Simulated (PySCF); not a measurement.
**RuCl: frontier orbitals**

TPSSh at R = 2.219 Å; Ru def2-TZVPP with ECP28, Cl def2-TZVPP; scalar-relativistic core potentials (PySCF 2.14). State: ⁴Δ (quartet), unpaired electrons π ↑↑, δ ↑. Only the outer orbitals are listed, counted within each symmetry, core potentials removing the inner ones.

```json
{"spin": "α", "orbital": "7σ", "occ.": "1", "ε (eV)": "-9.75", "on Ru (%)": "32", "main shells (%)": "66 Cl p, 27 Ru d"}
{"spin": "α", "orbital": "3π", "occ.": "1", "ε (eV)": "-8.94", "on Ru (%)": "46", "main shells (%)": "53 Cl p, 46 Ru d"}
{"spin": "α", "orbital": "3π", "occ.": "1", "ε (eV)": "-8.94", "on Ru (%)": "46", "main shells (%)": "53 Cl p, 46 Ru d"}
{"spin": "α", "orbital": "1δ", "occ.": "1", "ε (eV)": "-7.38", "on Ru (%)": "100", "main shells (%)": "100 Ru d"}
{"spin": "α", "orbital": "4π", "occ.": "1", "ε (eV)": "-6.70", "on Ru (%)": "56", "main shells (%)": "53 Ru d, 44 Cl p"}
{"spin": "α", "orbital": "4π", "occ.": "1", "ε (eV)": "-6.70", "on Ru (%)": "56", "main shells (%)": "53 Ru d, 44 Cl p"}
{"spin": "α", "orbital": "1δ", "occ.": "1", "ε (eV)": "-6.50", "on Ru (%)": "100", "main shells (%)": "100 Ru d"}
{"spin": "α", "orbital": "8σ", "occ.": "1", "ε (eV)": "-5.95", "on Ru (%)": "85", "main shells (%)": "56 Ru d, 29 Ru s, 14 Cl p"}
{"spin": "α", "orbital": "9σ", "occ.": "0", "ε (eV)": "-3.33", "on Ru (%)": "88", "main shells (%)": "56 Ru s, 22 Ru p, 12 Cl p"}
{"spin": "α", "orbital": "5π", "occ.": "0", "ε (eV)": "-0.39", "on Ru (%)": "99", "main shells (%)": "98 Ru p"}
{"spin": "α", "orbital": "5π", "occ.": "0", "ε (eV)": "-0.39", "on Ru (%)": "99", "main shells (%)": "98 Ru p"}
{"spin": "β", "orbital": "7σ", "occ.": "1", "ε (eV)": "-9.51", "on Ru (%)": "24", "main shells (%)": "74 Cl p, 20 Ru d"}
{"spin": "β", "orbital": "3π", "occ.": "1", "ε (eV)": "-8.04", "on Ru (%)": "11", "main shells (%)": "88 Cl p, 9 Ru d"}
{"spin": "β", "orbital": "3π", "occ.": "1", "ε (eV)": "-8.04", "on Ru (%)": "11", "main shells (%)": "88 Cl p, 9 Ru d"}
{"spin": "β", "orbital": "1δ", "occ.": "1", "ε (eV)": "-5.64", "on Ru (%)": "100", "main shells (%)": "100 Ru d"}
{"spin": "β", "orbital": "8σ", "occ.": "1", "ε (eV)": "-5.14", "on Ru (%)": "87", "main shells (%)": "63 Ru d, 24 Ru s, 12 Cl p"}
{"spin": "β", "orbital": "4π", "occ.": "0", "ε (eV)": "-3.00", "on Ru (%)": "90", "main shells (%)": "88 Ru d, 8 Cl p"}
{"spin": "β", "orbital": "4π", "occ.": "0", "ε (eV)": "-3.00", "on Ru (%)": "90", "main shells (%)": "88 Ru d, 8 Cl p"}
{"spin": "β", "orbital": "1δ", "occ.": "0", "ε (eV)": "-2.86", "on Ru (%)": "100", "main shells (%)": "100 Ru d"}
```

Which are the highest filled and the lowest empty level, where do they sit, and how wide is the gap?

Highest filled β 8σ at -5.14 eV (in %: 63 Ru d, 24 Ru s, 12 Cl p); lowest empty α 9σ at -3.33 eV (in %: 56 Ru s, 22 Ru p, 12 Cl p); the gap at TPSSh is 1.81 eV.

The bond order (Mayer) is 1.22. The ⟨S²⟩ is 3.760. The charge on Ru (Mulliken, basis-dependent) is 0.39, the charge on Ru (Löwdin, basis-dependent) is 0.01 and the dipole moment (positive dipole means Ru(−)Cl(+)) is -4.40 D.

Spin–orbit coupling is left out. The state is the lowest single determinant that the PBE0 search found; with open d or f shells the true ground state can be another one.
